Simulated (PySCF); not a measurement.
## Electron correlation in Sm⁴⁺ (samarium, charge +4)

Starting occupation: [Xe] 4f4, 4f5/2 with m_j = -1/2, +1/2, +3/2, +5/2. All numbers are calculated (PySCF 2.14, X2C-1e with screened-nucleus spin-orbit coupling, Gaussian nucleus, in x2c-TZVPall-2c (11s11p10d4f1g, 131 functions)). Frozen: [Ar] 3d10; 30 electrons correlated; the 18 highest virtual spinors left out.

MP2 pair energies summed by pair of shells (mhartree):

```tsv
pair	energy	share (%)
4d-4d	-214.36	24.7
4d-5p	-129.94	15.0
5p-5p	-124.16	14.3
4d-4p	-76.09	8.8
4d-4f	-70.03	8.1
4f-5p	-40.67	4.7
5p-5s	-33.57	3.9
4d-5s	-27.20	3.1
4p-4p	-25.71	3.0
4f-4p	-24.01	2.8
4d-4s	-21.80	2.5
4p-5p	-16.86	1.9
4f-4f	-15.86	1.8
4f-5s	-10.79	1.2
4p-4s	-10.44	1.2
4p-5s	-8.34	1.0
5s-5s	-6.33	0.7
4f-4s	-5.62	0.6
4s-5p	-2.74	0.3
4s-4s	-2.26	0.3
4s-5s	-1.21	0.1
```

Total MP2 correlation energy: -868.01 mhartree.

The GHF reference relaxed away from the jj start to a determinant that is no pure jj level (⟨S²⟩ = 5.96, ⟨J²⟩ = 23.27); the energies belong to that determinant.

This basis was not built for core-valence correlation, so the inner-shell part is incomplete.
